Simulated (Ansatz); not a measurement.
Al₂Cu. Charge 0, multiplicity 2. Geometry PBE0-D4/def2-TZVP; atoms count from 1.

Cartesian coordinates in Å:
```
Al -0.7877 -1.0716 -0.5288
Al 1.3271 -0.2144 0.4912
Cu -0.5394 1.2860 0.0376
```

The structure comes from a short search, and lower isomers may exist.

(1) Estimate the Mulliken populations from the PBE0/def2-TZVP orbitals of Ansatz.

(2) Where does the spin sit?

(3) And the Mayer bond orders between heavy atoms (over 0.3)?

## Answers

(1) 
```json
{"atom": "Al1", "charge (e)": "0.03", "spin (α − β)": "0.49", "d electrons": "–"}
{"atom": "Al2", "charge (e)": "0.03", "spin (α − β)": "0.49", "d electrons": "–"}
{"atom": "Cu3", "charge (e)": "-0.07", "spin (α − β)": "0.02", "d electrons": "9.82"}
```
Mulliken values depend strongly on the basis.

(2) Summed by element: Al 0.98, Cu 0.02, of 1 unpaired in all. Largest on single atoms: Al1 0.49, Al2 0.49, Cu3 0.02.

(3) Al1–Cu3 0.76 (2.44 Å); Al2–Cu3 0.76 (2.44 Å); Al1–Al2 1.29 (2.50 Å).
